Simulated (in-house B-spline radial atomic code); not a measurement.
Configurations of Eu³⁺, with energies counted from [Xe] 4f6. Method: scalar-relativistic (X2C) TPSS, spin-polarised, spherical fractional occupations, Fermi nucleus of rms radius 5.1115 fm. Calculated with an all-electron radial atomic-structure program (B-spline basis). Shells without spins written out take the highest spin.

Occupations are held fixed; configurations that lie above the ionisation limit could autoionise.

```csv
configuration,E - E(ref) (eV),highest orbital,its <r> (bohr)
[Xe] 4f5 6s1,16.218,6s up,3.033
[Xe] 4f5 5f1,30.061,5f up,4.234
[Kr] 4d9 4f7 5s2 5p6,127.52,4f up,0.8498
"[Kr] 4d(5 up, 4 down) 4f(0 up, 6 down) 5s2 5p6 5d(1 up, 0 down)",148.07,5d up,2.105
[Kr] 4d9 4f6 5s2 5p6 6p1,151,6p up,3.548
[Kr] 4d9 4f6 5s2 5p6 5f1,159.38,5f up,4.216
[Kr] 4d9 4f6 5s2 5p6 6f1,164.11,6f up,7.269
```

(1) Order these further configurations by energy, lowest first.
A. [Kr] 4d10 4f(1 up, 6 down) 5s2 5p(3 up, 2 down)
B. [Kr] 4d10 4f6 5s2 5p5 5f1
C. [Kr] 4d(4 up, 5 down) 4f(1 up, 6 down) 5s2 5p6
D. [Kr] 4d10 4f(4 up, 2 down) 5s2 5p(3 up, 2 down) 6d(1 up, 0 down)
E. [Kr] 4d9 4f6 5s2 5p6 6d1

(2) How far above the reference does [Xe] 4f(5 up, 1 down) lie?

(3) How far above the reference does [Kr] 4d10 4f6 5s2 5p5 5d1 lie?

(4) How far above the reference does [Kr] 4d10 4f6 5s2 5p5 6p1 lie?

## Answers

(1) A (22.76 eV), B (42.135 eV), D (48.093 eV), C (133.44 eV), E (157.78 eV).

(2) 4.0974 eV; its least bound orbital is 4f down with <r> = 0.8949 bohr.

(3) 24.536 eV; its least bound orbital is 5d up with <r> = 2.094 bohr.

(4) 33.852 eV; its least bound orbital is 6p up with <r> = 3.579 bohr.
